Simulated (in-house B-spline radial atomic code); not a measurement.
Ionisation energies along the 22-electron series, configuration [Ar] 3d4, as differences of self-consistent energies. Dirac energy differences include first-order Breit, QED and recoil terms. NIST's values go from ground level to ground level; the uncertainty of those that are theory runs from under 0.1 % in few-electron ions to several per cent in heavy many-electron ones. Computed with a B-spline radial code for spherical atoms: Dirac-Hartree-Fock, average of the configuration, finite nuclei.

```
  ion  configuration after  ionisation energy (eV)  IE/(q+1)² (eV)  Breit and QED recoil part (eV)  tabulated value (eV)  computed minus tabulated (eV)
   V+             [Ar] 3d3                    12.6          3.1445                       0.0067738                14.634                           -2.1
 Cr2+             [Ar] 3d3                    28.8           3.195                         0.01075                30.959                           -2.2
 Mn3+             [Ar] 3d3                    48.9          3.0584                        0.013059                 51.21                           -2.3
 Fe4+             [Ar] 3d3                    72.7          2.9083                        0.014045                    75                           -2.3
 Co5+             [Ar] 3d3                       ?               ?                               ?                     ?                              ?
 Ni6+             [Ar] 3d3                       ?               ?                               ?                     ?                              ?
 Cu7+             [Ar] 3d3                   164.0          2.5631                       0.0095694                   166                           -2.0
 Zn8+             [Ar] 3d3                   200.9          2.4805                       0.0054589                   203                           -2.1
 Ga9+             [Ar] 3d3                   241.0          2.4096                     -9.5066e-05                   244                           -3.0
Ge10+             [Ar] 3d3                   284.1          2.3482                       -0.007184                   286                           -1.9
As11+             [Ar] 3d3                       ?               ?                               ?                     ?                              ?
Se12+             [Ar] 3d3                   379.8          2.2473                       -0.026379                   383                           -3.2
```

(1) Fill in the row of Co5+.

(2) Fill in the row of Ni6+.

(3) Fill in the row of As11+.

Where a p, d or f electron is removed, the computed value is a mean over both j, so it misses the tabulated one by a part of the spin-orbit splitting; averaging over terms and missing correlation add to the gap, relatively most at low charge.

Answers

(1) ionisation energy (eV): 99.9; IE/(q+1)² (eV): 2.7744; Breit and QED recoil part (eV): 0.013798; tabulated value (eV): 102; computed minus tabulated (eV): -2.1.

(2) ionisation energy (eV): 130.3; IE/(q+1)² (eV): 2.6601; Breit and QED recoil part (eV): 0.012329; tabulated value (eV): 132; computed minus tabulated (eV): -1.7.

(3) ionisation energy (eV): 330.4; IE/(q+1)² (eV): 2.2945; Breit and QED recoil part (eV): -0.015914; tabulated value (eV): 333; computed minus tabulated (eV): -2.6.
